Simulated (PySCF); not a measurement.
# Spin–spin couplings to the heavy atom in `C[Se](C)(=O)=O`, C$_{2}$H$_{6}$O$_{2}$Se

Cartesian coordinates in Å; atom numbers follow the order of the lines, from 1:
```xyz
11

C     1.307    0.827   -0.101
Se    0.203   -0.721   -0.374
C    -1.472   -0.209    0.417
O     0.813   -1.919    0.508
O    -0.032   -0.881   -1.955
H     0.863    1.678   -0.632
H     2.284    0.574   -0.532
H     1.398    1.012    0.977
H    -2.157   -1.044    0.223
H    -1.835    0.704   -0.073
H    -1.325   -0.073    1.495
```

[PySCF 2.14 with density-fitted X2C routines: indirect couplings; PBE0/pcJ-1 (dyall-v2z on Se), no solvent, Gaussian nuclear model, PBE0-D3(BJ)/def2-SVP geometry]

Non-relativistic values:
```tsv
coupling	atoms	J (Hz)
1J(77Se,13C)	Se2 – C1/C3	-32.7
1J(77Se,17O)	Se2 – O4/O5	319.8
2J(77Se,1H)	Se2 – H6/H7/H8/H9/H10/H11	-3.0
```

**Question.** What do two-component X2C with spin–orbit coupling give?

**Answer.** 
```tsv
coupling	atoms	with spin–orbit (Hz)
1J(77Se,13C)	Se2 – C1/C3	-47.0
1J(77Se,17O)	Se2 – O4/O5	348.0
2J(77Se,1H)	Se2 – H6/H7/H8/H9/H10/H11	-1.0
```

The largest listed coupling, 1J(77Se,17O), ends at 1.09 times its non-relativistic value. Equivalent partners are averaged, as under fast rotation. In the static structure 2J(77Se,1H) spreads over 2.4, -7.8, 2.4, -7.9, 2.5, 2.1 Hz.
